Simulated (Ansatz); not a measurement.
CH₅FGeO (`[CH3][GeH]([OH])[F]`) at its PBE0-D4/def2-TZVP geometry, where that method's forces vanish. Charge 0, multiplicity 1.

```xyz
9

C    -1.2205    0.3981   -0.3410
Ge    0.6455   -0.0060   -0.1115
O     0.7496   -1.3014    1.0841
F     1.4292    1.3877    0.5861
H    -1.6579    0.6113    0.6346
H    -1.7373   -0.4537   -0.7846
H    -1.3412    1.2677   -0.9871
H     1.4831   -0.3316   -1.3599
H     1.6495   -1.5721    1.2792
```

Task: What forces (eV/Å) does PBE-D4/def2-TZVPP give on these atoms in Ansatz 0.2.0? (An estimate is asked.)

Result: Ansatz gave: 
```
C1  -0.080 -0.005  0.001
Ge2 -0.121 -0.096 -0.470
O3  -0.446 -0.328  0.334
F4   0.298  0.552  0.258
H5  -0.085  0.041  0.182
H6  -0.100 -0.158 -0.084
H7  -0.014  0.160 -0.120
H8   0.109 -0.037 -0.179
H9   0.439 -0.127  0.078
```
